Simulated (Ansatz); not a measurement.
C₆H₈, singlet, geometry from GFN2-xTB; MP2/pcseg-0 in Ansatz (a first-principles code).

The Ansatz input:
Ansatz 0.2 input:
```yaml
crystal:
  periodic: [false, false, false]
  atoms:
    - {symbol: C, position_ang: [-0.29822504, 1.36188295, -0.20167016]}
    - {symbol: C, position_ang: [0.97250945, 1.00260730, -0.18258738]}
    - {symbol: C, position_ang: [1.43515749, -0.40576308, 0.02155194]}
    - {symbol: C, position_ang: [0.29822504, -1.36188295, 0.20167016]}
    - {symbol: C, position_ang: [-0.97250945, -1.00260730, 0.18258738]}
    - {symbol: C, position_ang: [-1.43515749, 0.40576308, -0.02155194]}
    - {symbol: H, position_ang: [-0.57517172, 2.39681663, -0.35348488]}
    - {symbol: H, position_ang: [1.75435569, 1.73818772, -0.31850208]}
    - {symbol: H, position_ang: [2.09477816, -0.45150421, 0.89757240]}
    - {symbol: H, position_ang: [2.04517656, -0.71898807, -0.83540218]}
    - {symbol: H, position_ang: [0.57517172, -2.39681663, 0.35348488]}
    - {symbol: H, position_ang: [-1.75435569, -1.73818772, 0.31850208]}
    - {symbol: H, position_ang: [-2.04517656, 0.71898807, 0.83540218]}
    - {symbol: H, position_ang: [-2.09477816, 0.45150421, -0.89757240]}
basis:
  gaussian:
    orbitals: pcseg-0.json
magnetization: {spin_polarized: false}
correlation: {method: mp2}
```
The basis file holds pcseg-0 in the JSON format of the Basis Set Exchange.

It wrote (shortened):

```
Functional definition: HF
984 factors; integrals over basis functions are off by at most 4.4e-4 eV
mean field evaluation 1: about -6288.4816 eV, gradient 2.7e1 eV
mean field evaluation 2: about -6288.4665 eV, gradient 2.7e1 eV
mean field evaluation 4: about -6290.7749 eV, gradient 2.5e0 eV
mean field evaluation 8: about -6290.7937 eV, gradient 5.0e-6 eV
mean field -6290.79368331 eV, -231.1824038086 hartree, gradient 1.5e-6 eV, S^2 0.000000; 0 other end points of the search recorded, 0 dependent functions left out
6 core orbitals not correlated
reference -6290.79368331 eV, -231.1824038086 hartree; 16, 16 occupied and 48, 48 virtual orbitals, 984 factors
second order -14.45408291 eV of doubles, -0.00000000 eV of singles
Total energy: -6305.24776623 eV, -231.7135815584 hartree
```
